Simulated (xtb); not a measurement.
cyclohexane (C6H12), SMILES C1CCCCC1. All values are semi-empirical tight-binding results from xtb (GFN2-xTB unless named), good for trends rather than for accurate numbers. Geometry: GFN2-xTB. The values are those of a single conformer.

Optimised geometry:

Bond lengths (Å): C1–C2 1.526, C1–C6 1.526, C1–H7 1.093, C1–H8 1.092, C2–C3 1.526, C2–H9 1.092, C2–H10 1.093, C3–C4 1.526, C3–H11 1.093, C3–H12 1.092, C4–C5 1.526, C4–H13 1.092, C4–H14 1.093, C5–C6 1.526, C5–H15 1.092, C5–H16 1.093, C6–H17 1.093, C6–H18 1.092. Angles (°): C2–C1–C6 110.5, C2–C1–H7 109.3, C2–C1–H8 109.9, C6–C1–H7 109.3, C6–C1–H8 109.9, H7–C1–H8 107.8, C1–C2–C3 110.5, C1–C2–H9 109.9, C1–C2–H10 109.3, C3–C2–H9 109.9, C3–C2–H10 109.3, H9–C2–H10 107.8, C2–C3–C4 110.5, C2–C3–H11 109.3, C2–C3–H12 109.9, C4–C3–H11 109.3, C4–C3–H12 109.9, H11–C3–H12 107.8, C3–C4–C5 110.5, C3–C4–H13 109.9, C3–C4–H14 109.3, C5–C4–H13 109.9, C5–C4–H14 109.3, H13–C4–H14 107.8, C4–C5–C6 110.5, C4–C5–H15 109.9, C4–C5–H16 109.3, C6–C5–H15 109.9, C6–C5–H16 109.3, H15–C5–H16 107.8, C1–C6–C5 110.5, C1–C6–H17 109.3, C1–C6–H18 109.9, C5–C6–H17 109.3, C5–C6–H18 109.9, H17–C6–H18 107.8.
Charge 0, spin multiplicity 1.

- point group as xtb finds it: D3d
- orbital gap: 13.66 eV
- dipole moment: 0.00 D
- zero-point energy: 105.7 kcal/mol
- G − E(el) at 298.15 K (modified RRHO): 88.7 kcal/mol
- static polarisability (D4 model): 70.1 bohr³
- solvation energy, GFN2-xTB/ALPB(water): -0.1 kcal/mol
- solvation energy, GFN2-xTB/ALPB(dmso): -3.9 kcal/mol

Computed IR lines (harmonic; lines under 4 % of the strongest left out, lines within 3 cm⁻¹ merged):
ν (cm⁻¹): 2958 (m), 2968 (w), 2982 (vs), 2986 (vs) (against the strongest line: vs over 80 %, s over 45 %, m over 15 %, w over 4 %, vw less)

Computed atomic charges and the Wiberg bond orders between heavy atoms:
charges (e) C1 -0.05, C2 -0.05, C3 -0.05, C4 -0.05, C5 -0.05, C6 -0.05, H7 0.03, H8 0.02, H9 0.02, H10 0.03, H11 0.03, H12 0.02, H13 0.02, H14 0.03, H15 0.02, H16 0.03, H17 0.03, H18 0.02. Bond orders C1–C2 1.01, C2–C3 1.01, C3–C4 1.01, C4–C5 1.01, C1–C6 1.01, C5–C6 1.01.
